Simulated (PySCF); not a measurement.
# Computed structure and properties of [Er(H2O)2]3+

System: [Er(H2O)2]3+ (singlet in the valence; each metal's 4f electrons, 11 of them, lie in its core potential, out of spins and levels); start: displaced along the imaginary mode (C1). Method: PySCF 2.14.0, RKS TPSS, Er lcecp-1-SVP with ECP57, O def2-SVP, H def2-SVP; non-relativistic Hamiltonian with scalar-relativistic core potentials where named; density fitting; no spin-orbit coupling.

Input of the relaxation:

```python
mol = gto.M(atom='''
Er     0.04035    -0.00413    -0.00000
O     -0.17866     0.01827     2.22738
H      0.30849     0.58668     2.90182
H     -0.79614    -0.51795     2.81540
O     -0.17867     0.01833    -2.22738
H      0.31043    -0.53694    -2.91168
H     -0.79420     0.56770    -2.80554''',
    basis={'Er': 'lcecp-1-SVP', 'O': 'def2-SVP', 'H': 'def2-SVP'},
    ecp={'Er': 'lcecp-1-SVP'},
    charge=3, spin=0)
mf = dft.RKS(mol, xc='TPSS')
mf.grids.atom_grid = (50, 194)  # f atoms: unpruned, at least (60, 302)
mf = mf.density_fit()  # fitting sets: Er AutoAux, O def2-universal-JKFIT, H def2-universal-JKFIT
mf.conv_tol = 1e-08; mf.max_cycle = 55
mf.kernel(dm0)  # dm0: converged density of the start geometry
# quasi-Newton relaxation in Cartesian coordinates to a largest gradient under 0.00045 Eh/bohr, steps kept in the point group
```

Run from Python with OMP_NUM_THREADS=2; the lines above give its settings. Where DIIS fails, smearing, a level shift and second-order steps follow.
It took 5.1 min on 2 threads of Arm Neoverse V1, with other jobs on the host, from the converged density of the start.

Course of the relaxation:

```tsv
step	energy above end (eV)	largest force component within the symmetry (eV/Å)
0	0.2028	0.111
1	0.1998	0.069
2	0.1972	0.161
3	0.1929	0.154
4	0.1878	0.188
5	0.1800	0.226
6	0.1684	0.268
7	0.1508	0.348
31	0.0004	0.048
32	0.0003	0.041
33	0.0002	0.025
34	0.0001	0.031
35	0.0000	0.029
36	0.0000	0.020
```
(The steps between are left out.)

Relaxed geometry (C1):

```xyz
7

Er    1.0279   -0.1329    0.0053
O    -0.1675    0.0767    1.8298
H     0.1304    0.4289    2.7237
H    -1.1259   -0.1727    1.9994
O    -0.1636   -0.0421   -1.8314
H     0.1319   -0.2579   -2.7689
H    -1.1217    0.2320   -1.9579
```

| contact | Å |
| --- | --- |
| Er1–O2 (H2O) | 2.191 |
| Er1–O5 (H2O) | 2.191 |

On the finer grid (75, 302):

The HOMO is -25.03 eV and the LUMO is -19.39 eV. The dipole about the centre of mass is 3.39 D, the set of Mulliken populations of Er1 outside the core potential is s 2.11, p 6.11, d 0.60, f 0.03 and the D3(BJ) dispersion energy (not in the energies) is -0.108 eV.

| atom | Mulliken (e) | Löwdin (e) | spin (e) |
| --- | --- | --- | --- |
| Er1 | 2.15 | 1.94 | 0.00 |
| O2 | -0.29 | 0.05 | 0.00 |
| H3 | 0.36 | 0.24 | 0.00 |
| H4 | 0.36 | 0.24 | 0.00 |
| O5 | -0.29 | 0.06 | 0.00 |
| H6 | 0.36 | 0.24 | 0.00 |
| H7 | 0.36 | 0.24 | 0.00 |

The 4f levels lie in the core potential and are missing. Their spin isn't counted.

No frequency check is given for this geometry.

Taking off one H2O (charge 0, singlet; the rest: singlet) in vacuum, both parts rigid, costs 4.59 eV; the small basis without counterpoise inflates it. Parting with an electron moved from the ligand to the metal can be far cheaper, even downhill.

Rigid scan of H2O along the line from its metal:

| distance to O2 (Å) | energy (eV) |
| --- | --- |
| 1.89 | 0.854 |
| 1.99 | 0.323 |
| 2.09 | 0.069 |
| 2.19 | 0.000 |
| 2.29 | 0.051 |
| 2.39 | 0.178 |
| 2.59 | 0.547 |

One start shape was tried, so this needn't be the lowest isomer.

An lcecp potential fixes the number of 4f electrons, so in runs with it no electron can move into or out of that shell.
